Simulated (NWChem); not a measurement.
# HSO4 anion

```xyz
6

O      0.7129    -0.4921     1.2535
S     -0.0111    -0.1564    -0.0027
O      0.7663    -0.4408    -1.2400
O     -1.4390    -0.5393    -0.0404
O     -0.1182     1.5531     0.0282
H      0.8009     1.8549     0.0328
```
Atoms are numbered in this order, from 1.

All runs: NWChem. Structure relaxed at the B3LYP/def2-SVPD level. No frequency run checked for a minimum. B3LYP is NWChem's, with the RPA form of VWN correlation.

Q: Estimate the computed values for B3LYP/def2-SVPD. Quantities: highest occupied level (eV); orbital gap (eV).

A: 
```
Property                     Value
---------------------------  -----
highest occupied level (eV)  -2.48
orbital gap (eV)              6.20
```
